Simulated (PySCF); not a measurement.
**From computed data to an observable: dipole moment from atomic charges**

GeH3Br, SMILES [GeH3][Br]. Atoms are numbered in the order given.

```xyz
5

Ge     0.0000     0.0000     1.1466
Br     0.0000     0.0000    -1.1852
H     -1.2686     0.7324     1.5978
H      1.2686     0.7324     1.5978
H      0.0000    -1.4648     1.5978
```

The structure is a stationary point at B3LYP-D3(BJ)/def2-TZVP.

Charges (e) from M06-2X/def2-TZVPD (PySCF):

| atom | ESP fit | IAO |
|---|---|---|
| Ge1 | 0.104 | 0.604 |
| Br2 | -0.174 | -0.299 |
| H3 | 0.024 | -0.102 |
| H4 | 0.024 | -0.102 |
| H5 | 0.023 | -0.102 |

The dipole moment of the full density is 2.10 D.

### Question
What dipole moment does each set of point charges give, and which comes closer to that of the density?

### Answer

μ = Σ q r, and 1 e Å = 4.8032 D.
ESP fit: Σ q r = (0.000, 0.001, 0.439) e Å, |μ| = 2.11 D.
IAO: Σ q r = (0.000, 0.000, 0.558) e Å, |μ| = 2.68 D.
ESP fit comes closer in size. Point charges leave out the atoms' own dipoles (lone pairs, polarised bonds); fits to the potential absorb them, partitions of the density don't.
